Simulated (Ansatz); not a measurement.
System (SMILES): ClBr (Cl-Br).
Atoms: Cl1, Br2. Bonds: Cl1-Br2.

Basis-set convergence of the optimised Cl1-Br2 bond length at HF with Ansatz (a quantum-chemistry and plane-wave program). Cartesian d functions, on some or all atoms, in 3-21G; all else is spherical. The program fits the integrals of some runs and decomposes those of others, by size. No added dispersion term, no relativity. Reference: the value in pcseg-4, 2.1227 Å, itself unsure by roughly 0.0002 Å (its mean distance from aug-pcseg-3, aug-cc-pV(Q+d)Z, cc-pV(5+d)Z). Deviations are taken from unrounded values. Cost is core time over that of aug-cc-pV(D+d)Z, rough, on shared machines of one kind; a dash marks a row that isn't timed (too short, read off another run, short of memory, by another algorithm or on other hardware). It counts the whole optimisation.

```csv
basis,functions,optimised Cl1-Br2 bond length (Å),minus reference (Å),cost
STO-3G,27,2.1734,0.0507,-
pcseg-0,35,2.3161,0.1935,-
3-21G,36,2.3166,0.1939,-
aug-cc-pV(D+d)Z,68,2.1443,0.0216,1×
pcseg-2,77,2.1308,0.0081,1×
aug-pcseg-2,109,2.1276,0.0050,1×
cc-pV(Q+d)Z,132,2.1231,0.0004,1×
cc-pV(5+d)Z,204,2.1225,-0.0001,3×
pcseg-4,216,2.1227,0.0000,5×
```
